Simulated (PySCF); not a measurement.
C7H10OSi.
Numbering: `[CH:1]#[C:2][C@@H:3]1[CH2:4][Si@@H:5]1/[CH:6]=[CH:7]\[O:8][CH3:9]` (hydrogens: H10 on C1; H11 on C3; H12, H13 on C4; H14 on Si5; H15 on C6; H16 on C7; H17, H18, H19 on C9)

Method: PySCF, PBE0-D3(BJ)/def2-SVP geometry optimisation, gas phase; density fitting, grid level 1; the optimiser is geomeTRIC in internal coordinates, started from a GFN2-xTB structure with every atom displaced at random (about 0.01 Å).

Step 0: E = -17319.3716 eV
```
atom  x, y, z in Å  |  force x, y, z in eV/Å
C1      3.8861    0.7030    0.2357    0.380   0.593   0.002
C2      3.1112   -0.2137    0.2240   -0.802  -0.777   0.149
C3      2.1848   -1.2970    0.1884    0.426   0.046   0.440
C4      1.6252   -1.6669   -1.1683   -1.241  -0.185   0.520
Si5     0.3187   -0.9982    0.0403    0.750   0.550  -0.710
C6     -0.2031    0.7842   -0.1590    0.898  -1.723   0.144
C7     -1.4443    1.1767    0.0265   -1.631   0.552   0.250
O8     -2.4241    0.3053    0.3431   -0.611   0.370   0.164
C9     -3.7150    0.8567    0.6013    0.939  -0.265  -1.367
H10     4.5327    1.5331    0.2589    0.603   0.659   0.011
H11     2.5294   -2.1387    0.8045   -0.192  -0.080   0.012
H12     1.6265   -2.7217   -1.3982   -0.022  -0.557  -0.175
H13     1.8934   -1.0500   -2.0053    0.278   0.488  -0.534
H14    -0.5556   -1.9465    0.7294   -0.205  -0.214   0.153
H15     0.5331    1.5092   -0.4231    0.706   0.672  -0.232
H16    -1.7628    2.2293   -0.0711    0.039  -0.136   0.005
H17    -4.3869    0.0225    0.7285   -0.394  -0.507   0.158
H18    -4.0637    1.4504   -0.2672    0.039  -0.041   0.143
H19    -3.7191    1.4735    1.4802    0.038   0.555   0.869
```

Step 1: E = -17319.5357 eV
```
atom  x, y, z in Å  |  force x, y, z in eV/Å
C1      3.9030    0.7626    0.1900    0.028   0.195   0.014
C2      3.1446   -0.1852    0.1830    0.004  -0.068  -0.025
C3      2.2481   -1.2996    0.1589    0.025  -0.064   0.025
C4      1.5910   -1.7043   -1.1813   -0.189   0.169  -0.108
Si5     0.3783   -1.0316    0.0663    0.016   0.011  -0.058
C6     -0.2039    0.7125   -0.0476    0.054  -0.033  -0.069
C7     -1.4679    1.1341    0.1253    0.127  -0.030  -0.066
O8     -2.4916    0.3072    0.3906    0.199   0.005  -0.080
C9     -3.7541    0.8992    0.5218   -0.171   0.017   0.349
H10     4.5565    1.6154    0.2107   -0.003  -0.058  -0.009
H11     2.5885   -2.1475    0.7656   -0.022  -0.021   0.058
H12     1.6032   -2.7751   -1.4133    0.005   0.019   0.013
H13     1.8438   -1.0758   -2.0467    0.020  -0.075   0.113
H14    -0.4771   -2.0019    0.7904    0.020  -0.007   0.014
H15     0.5448    1.4793   -0.2853   -0.093  -0.077   0.077
H16    -1.7303    2.1981    0.0446   -0.038   0.022   0.017
H17    -4.4788    0.0823    0.6531    0.033   0.085  -0.013
H18    -4.0319    1.4814   -0.3713   -0.001   0.023  -0.065
H19    -3.8000    1.5599    1.4139   -0.015  -0.113  -0.187
```

Step 2: E = -17319.5389 eV
```
atom  x, y, z in Å  |  force x, y, z in eV/Å
C1      3.8714    0.7613    0.2057   -0.062   0.046   0.007
C2      3.1158   -0.1902    0.1960    0.044  -0.053  -0.009
C3      2.2150   -1.3034    0.1678    0.051  -0.020   0.027
C4      1.5568   -1.6946   -1.1783   -0.075   0.027  -0.022
Si5     0.3527   -1.0069    0.0585    0.009  -0.005  -0.014
C6     -0.1755    0.7465   -0.0778    0.073   0.162  -0.068
C7     -1.4353    1.1767    0.0875    0.175  -0.189   0.066
O8     -2.4249    0.3147    0.3657   -0.256   0.102  -0.012
C9     -3.7102    0.8546    0.5348   -0.024   0.018   0.037
H10     4.5280    1.6102    0.2266    0.021  -0.014  -0.007
H11     2.5355   -2.1523    0.7861   -0.006   0.011  -0.004
H12     1.5540   -2.7646   -1.4117    0.015  -0.004   0.007
H13     1.8330   -1.0715   -2.0359    0.022  -0.008   0.012
H14    -0.5254   -1.9573    0.7819    0.025   0.001   0.003
H15     0.5867    1.4986   -0.3028    0.004  -0.015   0.010
H16    -1.7165    2.2375    0.0158   -0.039  -0.039  -0.002
H17    -4.4011    0.0140    0.6776    0.014  -0.004  -0.006
H18    -4.0292    1.4283   -0.3526   -0.008  -0.004  -0.006
H19    -3.7644    1.5092    1.4234    0.017  -0.012  -0.023
```

**Question.** Estimate the geometry and energy of step 3. (The exact step hangs on the optimiser's Hessian estimate; all steps are aligned on step 2, rigid shifts and turns removed.)

**Answer.** E = -17319.5408 eV, largest force 0.330 eV/Å
```
atom  x, y, z in Å  |  force x, y, z in eV/Å
C1      3.8412    0.7916    0.2051   -0.103  -0.043   0.003
C2      3.1118   -0.1810    0.1942    0.063  -0.035   0.003
C3      2.2338   -1.3133    0.1636    0.043   0.018   0.031
C4      1.5741   -1.7026   -1.1842    0.001  -0.075   0.032
Si5     0.3682   -1.0393    0.0574    0.025  -0.003  -0.001
C6     -0.1717    0.7080   -0.0765   -0.173  -0.152   0.049
C7     -1.4347    1.1267    0.0901   -0.149   0.283   0.079
O8     -2.4623    0.3066    0.3620    0.033  -0.129  -0.019
C9     -3.7275    0.8950    0.5385    0.095   0.037  -0.160
H10     4.4809    1.6524    0.2248    0.033   0.013  -0.004
H11     2.5647   -2.1589    0.7818    0.007   0.025  -0.035
H12     1.5861   -2.7707   -1.4238    0.016  -0.016   0.000
H13     1.8474   -1.0723   -2.0346    0.022   0.035  -0.053
H14    -0.4952   -2.0026    0.7805   -0.002   0.005   0.001
H15     0.5845    1.4663   -0.2896    0.029   0.044  -0.013
H16    -1.7037    2.1910    0.0239    0.019   0.021  -0.028
H17    -4.4501    0.0835    0.6815    0.006  -0.060   0.001
H18    -4.0263    1.4808   -0.3497    0.002  -0.021   0.032
H19    -3.7547    1.5498    1.4233    0.034   0.053   0.081
```

The energy changes by -0.0020 eV. The first-order estimate −F·Δx gives -0.0163 eV and the mean of the old and new forces, exact on a quadratic surface, -0.0017 eV. The step makes an angle of 79° with the force vector and moves no atom by more than 0.085 Å.

What follows is the cost of the whole optimisation. On Arm Neoverse N1, one thread, on a shared host, this took 4.0 min of wall time and 0.96 GiB of memory at its peak.
